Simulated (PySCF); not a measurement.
## Spin states and ions at one geometry of Os3

PySCF 2.14.0, UKS BP86, Os def2-SVP with ECP60; non-relativistic Hamiltonian with scalar-relativistic core potentials where named; density fitting; no spin-orbit coupling; singlets restricted, open shells unrestricted. The geometry is relaxed for charge 0, triplet, vacuum:

```xyz
3

Os    0.0000    0.0000    2.2212
Os    0.0000    0.0000    0.0000
Os    0.0000    0.0000   -2.2212
```

Energies count from the relaxed state; an electron taken off or put on is at rest in vacuum. Charges and spins are Mulliken's.

Order these states by energy, lowest first.
A. charge 0, quintet, vacuum
B. charge 0, triplet, vacuum
C. charge -1, quartet, vacuum
D. charge +1, doublet, vacuum
E. charge +1, quartet, vacuum
F. charge 0, singlet, vacuum
G. charge -1, doublet, vacuum

C (-2.17 eV), G (-2.07 eV), B (0.00 eV), A (0.10 eV), F (0.27 eV), E (7.82 eV), D (8.10 eV).

How do charge and spin on the first atom follow?


```
                     state  spin squared  charge on Os1 (e)  spin on Os1 (e)  dipole about the centre of mass (D)
 charge 0, triplet, vacuum          2.59               0.06             1.53                                 0.00
 charge 0, singlet, vacuum          0.00               0.06             0.00                                 0.01
 charge 0, quintet, vacuum          6.03               0.06             1.75                                 0.00
charge +1, doublet, vacuum          2.52               0.49             1.39                                 0.00
charge +1, quartet, vacuum          4.46               0.50             2.09                                 0.00
charge -1, doublet, vacuum          0.75              -0.47             0.36                                 0.01
charge -1, quartet, vacuum          3.76              -0.48             1.21                                 0.00
```

With an electron taken off (quartet, the lower of the two states computed) the charges change, summed by element, by Os +1.00 e. The vertical ionisation energy is 7.82 eV, against −ε(HOMO) = 5.07 eV over both spins of the relaxed state. The level lies 2.7 eV too high, as is usual for semilocal functionals and global hybrids, which keep a self-interaction error.

With an electron put on (quartet, the lower of the two states computed) the charges change, summed by element, by Os -1.00 e. The vertical electron affinity is 2.17 eV, against −ε(LUMO) = 4.91 eV over both spins of the relaxed state. The basis has no diffuse functions, which an added electron needs. The added electron's level lies above zero.

Open shells may have lower solutions than those found. Hard to converge, so the more doubtful: charge +1, quartet, vacuum; charge -1, quartet, vacuum. Spin squared well over S(S+1) tells of spin contamination.

No frequency check is given that shows the relaxed geometry to be a minimum. The relaxed state is spin-contaminated (spin squared 3.14 against 2.00).
